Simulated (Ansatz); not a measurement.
C$_{2}$H$_{4}$BFO (`CC1(F)BO1`), relaxed with RKS PBE-D4/def2-SVP in Ansatz from a rough embedded geometry. The force threshold is 0.03 eV/Å; the program also tests the step.

The species carries charge 0 and has multiplicity 1.

Start:

```xyz
9

C    -1.083   -0.042    0.055
C     0.358   -0.393   -0.277
F     0.604   -1.672   -0.650
B     1.565    0.359    0.323
O     1.005    0.500   -1.074
H    -1.150    1.112    0.191
H    -1.420   -0.554    0.917
H    -1.706   -0.288   -0.863
H     1.826    0.978    1.377
```

(1) How much energy does the relaxation release, and in how many steps? (Estimate.)

(2) Which bonds change most? (Best estimate.)

(3) Give the relaxed structure. (An estimate is asked.)

Answers

(1) The calculation gave: 1.26 eV, in 9 steps.

(2) Computed: B4–O5 from 1.511 to 1.348 Å; C2–O5 from 1.360 to 1.499 Å; C1–H6 from 1.164 to 1.106 Å; C1–H7 from 1.058 to 1.108 Å.

(3) The calculation gave: 
```xyz
9

C    -1.168   -0.060   -0.015
C     0.302   -0.350   -0.069
F     0.536   -1.639   -0.474
B     1.498    0.484    0.383
O     1.100    0.610   -0.899
H    -1.356    0.992    0.269
H    -1.652   -0.719    0.733
H    -1.631   -0.257   -1.005
H     2.372    0.938    1.076
```
